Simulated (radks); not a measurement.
Q: W2+, configuration [Xe] 4f14 5d2 6s1 6p1 (not the ground configuration). Calculated with a radial shooting solver on a logarithmic mesh with Libxc functionals: Dirac Kohn-Sham, PBEsol, spin-unpolarised, spherical densities, point nucleus; open shells are shared between the two j in proportion to 2j + 1.

Spin-orbit splittings of the eigenvalues, e(l+1/2) - e(l-1/2), with zeta = 2 splitting/(2l+1) and mean radii in bohr:

| shell | occ. | splitting (eV) | zeta (eV) | <r> j=l-1/2 | <r> j=l+1/2 |
|---|---|---|---|---|---|
| 2p | 6 | 1352 | 901.4 | 0.06366 | 0.07162 |
| 3p | 6 | 292.3 | 194.9 | 0.1906 | 0.2054 |
| 3d | 10 | 63.59 | 25.44 | 0.1797 | 0.1842 |
| 4p | 6 | 67.83 | 45.22 | 0.4547 | 0.4880 |
| 4d | 10 | 12.50 | 4.999 | 0.5049 | 0.5164 |
| 4f | 14 | ? | ? | 0.6010 | 0.6104 |
| 5p | 6 | 10.15 | 6.768 | 1.163 | 1.259 |
| 5d | 2 | 0.9858 | 0.3943 | 1.725 | 1.772 |
| 6p | 1 | 1.330 | 0.8869 | 3.103 | 3.313 |

Estimate the 4f splitting.

A: 2.243 eV (zeta = 0.6409 eV).
